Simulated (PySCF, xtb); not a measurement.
silene anion (CH4Si), SMILES C=[SiH2] (connectivity only; charge and spin as stated), charge -1, multiplicity 2.

Harmonic wavenumbers (cm⁻¹) from GFN2-xTB run with xtb 6.7.1 at its own minimum, in rising order: 273, 547, 562, 713, 855, 897, 946, 1511, 1733, 1740, 2792, 2810.

Task: What does PBE0-D3(BJ)/def2-TZVPD (PySCF) give at its own minimum? (An estimate is asked for; the answer gives what the named calculation found.)

Result: 299, 484, 578, 581, 775, 840, 905, 1364, 1963, 1976, 3072, 3146. Paired by order, the mean absolute difference is 137 cm⁻¹ and the zero-point energies are 22.0 and 22.8 kcal/mol.
